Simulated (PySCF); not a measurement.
A structure optimised at r2SCAN-D4/def2-SVP, used in a PySCF frequency run:

```
C
O 1 1.4028
C 2 1.3997 1 112.65
H 3 1.0994 2 107.84 1 179.61
H 3 1.1097 4 108.61 2 -121.52
H 3 1.1107 4 108.57 5 -116.88
H 1 1.1115 2 111.02 3 55.76
H 1 1.1130 7 107.35 2 121.46
C 1 1.5072 7 108.92 8 118.08
O 9 1.4028 1 109.35 7 50.08
C 10 1.3997 9 112.65 1 175.96
H 11 1.0994 10 107.84 9 179.61
H 11 1.1097 12 108.61 10 -121.52
H 11 1.1107 12 108.57 13 -116.88
H 9 1.1115 10 111.02 11 55.76
H 9 1.1130 15 107.35 10 121.46
```
Charge 0, spin multiplicity 1.

Question: Write its SMILES, formula and point group.

Answer: COCCOC, C₄H₁₀O₂, C2

Question: What are its rotational constants (standard atomic weights)?

Answer: 11.076, 1.5491, 1.4570 GHz
